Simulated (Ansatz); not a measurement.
The same path of CH3AuS (6 atoms, charge 0, multiplicity 1) was run twice with different band settings. The coordinate that changes most is the dihedral H5–C1–S2–Au3.

Method: RKS PBE-D4/def2-SVP in Ansatz.

Relaxed end points:

```xyz
6
Properties=species:S:1:pos:R:3
C -0.366 0.379 -0.312
S 0.029 -1.366 0.064
Au 1.824 -1.244 1.448
H -1.243 0.321 -0.990
H 0.455 0.894 -0.846
H -0.658 0.951 0.589
```

```xyz
6
Properties=species:S:1:pos:R:3
C -0.363 0.450 -0.193
S 0.052 -0.722 1.147
Au 1.801 -1.912 0.323
H -0.693 -0.062 -1.117
H 0.464 1.150 -0.414
H -1.219 1.033 0.208
```

Common settings: movable images 5; climbing image yes; spring 5.0 eV/Å²; start path IDPP; force threshold 0.05 eV/Å; iteration limit 60; end points relaxed.

| run | optimiser | largest step |
| --- | --- | --- |
| 1 | quadratic models (default) | default |
| 2 | lbfgs | 0.02 Å |

Problem. What does each run give, and how far can it be trusted?

Solution. Run 1: converged after 3 iterations, highest image 0.074 eV above the first end. A vibrational analysis at the climbing image gives one clearly imaginary mode, 178i cm⁻¹: a first-order saddle point.
Run 2: converged after 41 iterations, highest image 0.076 eV above the first end. Another band between the same ends (5 images) ends at a top of the same energy, where a vibrational analysis finds 1 clearly imaginary mode.
